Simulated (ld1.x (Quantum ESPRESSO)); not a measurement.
**Reading a pseudo-wave (silicon (Si))**

Columns: radius, all-electron u(r) and pseudo u(r) of the 3s shell (level -14.78 eV) of silicon in the configuration [Ne] 3s2 3p1.5; PW91, scalar-relativistic, RRKJ scheme, ld1.x (Quantum ESPRESSO) 7.5.

```tsv
r (bohr)	all-electron	pseudo
0.082	0.1605	0.0222
0.165	-0.0443	0.0451
0.248	-0.2360	0.0692
0.330	-0.3331	0.0946
0.413	-0.3430	0.1225
0.495	-0.2899	0.1530
0.578	-0.1969	0.1874
0.660	-0.0849	0.2254
0.742	0.0340	0.2678
0.825	0.1524	0.3155
0.908	0.2633	0.3676
0.990	0.3624	0.4228
1.072	0.4495	0.4800
1.155	0.5250	0.5376
1.238	0.5882	0.5920
1.320	0.6391	0.6398
1.402	0.6793	0.6794
1.485	0.7100	0.7100
1.568	0.7315	0.7315
1.650	0.7445	0.7445
1.733	0.7505	0.7505
1.815	0.7500	0.7500
1.898	0.7441	0.7441
1.980	0.7337	0.7337
2.062	0.7195	0.7195
2.145	0.7019	0.7019
```

Problem. How many radial nodes do the two functions have?

Solution. The all-electron 3s function has n − l − 1 = 2; the pseudo-wave has 0, since the states of the same l below it are removed with the core.

Problem. At about which radius was the pseudo-wave matched?

Solution. 1.50 bohr. The columns agree to 0.0005 from 1.40 bohr on; several derivatives are matched, so the curves merge somewhat inside the radius.

Problem. Where does each function peak?

Solution. Outermost all-electron maximum near 1.73 bohr, pseudo maximum near 1.73 bohr (to the table’s step).

Problem. Is the pseudo-wave norm-conserving?

Solution. Yes: the RRKJ scheme keeps the norm inside the radius equal to the all-electron one, which fixes the energy derivative of the logarithmic derivative at the level.
